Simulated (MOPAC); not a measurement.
Input for MOPAC: AM1 on F2H2Si (SMILES F[SiH2]F), a point of a bond scan (R = 1.764 Å).

```
AM1 1SCF PRECISE CHARGE=0 THREADS=1
F2H2Si

Si     0.22395286 1    -0.14590633 1     0.36051960 1
F     -0.89516694 1    -0.95086907 1    -0.43504308 1
F      0.40909919 1     1.26754447 1    -0.34742940 1
H      1.74293199 1    -1.03427185 1     0.24192019 1
H     -0.25049912 1     0.07882097 1     1.73329117 1
```

It printed:

```
*******************************************************************************
 **                                                                           **
 **                              MOPAC v23.2.5                                **
 **                                                                           **
 *******************************************************************************
 ** MOPAC's Digital Object Identifier: https://doi.org/10.5281/zenodo.6511958 **
 **                                                                           **
 ** Please cite the open-source release paper for use of this MOPAC version:  **
 ** J. E. Moussa and J. J. P. Stewart (2026)                                  **
 ** MOPAC: An open-source semiempirical molecular orbital program             **
 ** J. Open Source Softw., 11(119), 8025, https://doi.org/10.21105/joss.08025 **
 *******************************************************************************

                              AM1 CALCULATION RESULTS

 *******************************************************************************
 *  AM1        - The AM1 Hamiltonian to be used
 *
 *
 *
 *                 CHARGE ON SYSTEM = 0
 *
 *
 *
 *  PRECISE    - TIGHTER CRITERIA TO BE USED
 *  1SCF       - DO 1 SCF AND THEN STOP
 *  THREADS=1  - MULTI-THREADING NOT USED
 *  T=         - A TIME OF 172800.0 SECONDS REQUESTED
 *  DUMP=N     - RESTART FILE WRITTEN EVERY 7200.0 SECONDS REQUESTED
 *******************************************************************************
AM1 1SCF PRECISE CHARGE=0 THREADS=1
 F2H2Si

   ATOM   CHEMICAL          X               Y               Z
  NUMBER   SYMBOL      (ANGSTROMS)     (ANGSTROMS)     (ANGSTROMS)

     1      Si          0.22395286  *  -0.14590633  *   0.36051960  *
     2       F         -0.89516694  *  -0.95086907  *  -0.43504308  *
     3       F          0.40909919  *   1.26754447  *  -0.34742940  *
     4       H          1.74293199  *  -1.03427185  *   0.24192019  *
     5       H         -0.25049912  *   0.07882097  *   1.73329117  *



          CARTESIAN COORDINATES

    NO.       ATOM           X           Y           Z

     1        Si          0.2240     -0.1459      0.3605
     2         F         -0.8952     -0.9509     -0.4350
     3         F          0.4091      1.2675     -0.3474
     4         H          1.7429     -1.0343      0.2419
     5         H         -0.2505      0.0788      1.7333

  H: (AM1): M.J.S. DEWAR ET AL, J. AM. CHEM. SOC. 107 3902-3909 (1985)
  F: (AM1): M.J.S. DEWAR AND E. G. ZOEBISCH, THEOCHEM, 180, 1 (1988).
 Si: (AM1): M.J.S.DEWAR, C. JIE, ORGANOMETALLICS, 6, 1486-1490 (1987).

           Empirical Formula: H2 Si F2  =     5 atoms



      MOLECULAR POINT GROUP   :   Cs


      RHF CALCULATION, NO. OF DOUBLY OCCUPIED LEVELS = 10


 -------------------------------------------------------------------------------
 AM1 1SCF PRECISE CHARGE=0 THREADS=1
 F2H2Si



     1SCF WAS SPECIFIED, SO BFGS WAS NOT USED
     SCF FIELD WAS ACHIEVED


                              AM1 CALCULATION
                                                       MOPAC v23.2.5 Linux




          FINAL HEAT OF FORMATION =       -165.76106 KCAL/MOL =    -693.54427 KJ/MOL


          COSMO AREA              =         89.36 SQUARE ANGSTROMS
          COSMO VOLUME            =         75.14 CUBIC ANGSTROMS

          IONIZATION POTENTIAL    =         11.019992 EV
          HOMO LUMO ENERGIES (EV) =        -11.020  0.466
          NO. OF FILLED LEVELS    =         10
          MOLECULAR WEIGHT        =         68.0981         POINT GROUP:  Cs

          MOLECULAR DIMENSIONS (Angstroms)

            Atom       Atom       Distance
            H     5    H     4     2.72707
            F     2    F     3     2.57491
            F     2    H     4     1.79780


          SCF CALCULATIONS        =          1





   ATOM   CHEMICAL          X               Y               Z
  NUMBER   SYMBOL      (ANGSTROMS)     (ANGSTROMS)     (ANGSTROMS)

     1      Si          0.22395286  *  -0.14590633  *   0.36051960  *
     2       F         -0.89516694  *  -0.95086907  *  -0.43504308  *
     3       F          0.40909919  *   1.26754447  *  -0.34742940  *
     4       H          1.74293199  *  -1.03427185  *   0.24192019  *
     5       H         -0.25049912  *   0.07882097  *   1.73329117  *

                             CARTESIAN COORDINATES

   1   Si        0.223952860    -0.145906330     0.360519600
   2    F       -0.895166940    -0.950869070    -0.435043080
   3    F        0.409099190     1.267544470    -0.347429400
   4    H        1.742931990    -1.034271850     0.241920190
   5    H       -0.250499120     0.078820970     1.733291170


           Empirical Formula: H2 Si F2  =     5 atoms



      MOLECULAR POINT GROUP   :   Cs


                  EIGENVALUES
 -48.47616 -48.30286 -18.14350 -16.62547 -15.89439 -15.77626 -14.59965 -14.37071
 -12.45427 -11.01999   0.46557   1.32274   2.02190   2.44914


              NET ATOMIC CHARGES AND DIPOLE CONTRIBUTIONS

  ATOM NO.   TYPE          CHARGE      No. of ELECS.   s-Pop       p-Pop
    1         Si           1.454872        2.5451     0.78702     1.75811
    2          F          -0.468932        7.4689     1.87398     5.59495
    3          F          -0.468932        7.4689     1.87398     5.59495
    4          H          -0.225925        1.2259     1.22593
    5          H          -0.291083        1.2911     1.29108
 DIPOLE           X         Y         Z       TOTAL
 POINT-CHG.     1.119    -0.721     1.596     2.078
 HYBRID        -0.435     0.270    -0.365     0.629
 SUM            0.683    -0.450     1.230     1.478


          ATOMIC ORBITAL ELECTRON POPULATIONS

     Atom    s        px        py        pz
    1 Si   0.78702   0.64601   0.47698   0.63512
    2  F   1.87398   1.82608   1.88348   1.88539
    3  F   1.87398   1.93953   1.75839   1.89702
    4  H   1.22593
    5  H   1.29108

 **********************
 *                    *
 * JOB ENDED NORMALLY *
 *                    *
 **********************




 == MOPAC DONE ==
```

The run finished.

Cost: roughly 0.010 core-seconds.
